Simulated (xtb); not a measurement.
Si(OSiH3)(H)(F)(Me) (CH7FOSi2), SMILES C[SiH](F)O[SiH3]. All values are semi-empirical tight-binding results from xtb (GFN2-xTB unless named), good for trends rather than for accurate numbers. Geometry optimised at GFN2-xTB. One conformer was computed; it need not be the lowest.

Optimised geometry:

Bond lengths (Å): Si1–C2 1.888, Si1–F3 1.613, Si1–O4 1.608, Si1–H6 1.450, C2–H7 1.088, C2–H8 1.086, C2–H9 1.086, O4–Si5 1.624, Si5–H10 1.463, Si5–H11 1.460, Si5–H12 1.460. Bond angles (°): C2–Si1–F3 107.9, C2–Si1–O4 111.4, C2–Si1–H6 117.6, F3–Si1–O4 106.5, F3–Si1–H6 105.9, O4–Si1–H6 106.8, Si1–C2–H7 111.2, Si1–C2–H8 111.0, Si1–C2–H9 111.6, H7–C2–H8 107.6, H7–C2–H9 107.6, H8–C2–H9 107.7, Si1–O4–Si5 162.9, O4–Si5–H10 106.1, O4–Si5–H11 104.4, O4–Si5–H12 108.5, H10–Si5–H11 112.7, H10–Si5–H12 111.8, H11–Si5–H12 112.8.
Charge 0, spin multiplicity 1.

A frequency run showed that this geometry is not a minimum.

Question: Estimate the properties. (The exact figures need the calculation; the answer reports its results.)

Answer: 
| Property | Result |
|---|---|
| orbital gap | 5.85 eV |
| dipole moment | 1.76 D |
| static polarisability (D4 model) | 79.2 bohr³ |
| solvation energy, GFN2-xTB/ALPB(water) | 0.8 kcal/mol |
| solvation energy, GFN2-xTB/ALPB(dmf) | -3.1 kcal/mol |

Computed atomic charges and the Wiberg bond orders between heavy atoms:
charges (e) Si1 0.61, C2 -0.20, F3 -0.28, O4 -0.44, Si5 0.52, H6 -0.06, H7 0.05, H8 0.03, H9 0.04, H10 -0.09, H11 -0.09, H12 -0.09. Bond orders Si1–C2 0.90, Si1–F3 1.06, Si1–O4 1.12, O4–Si5 1.06.
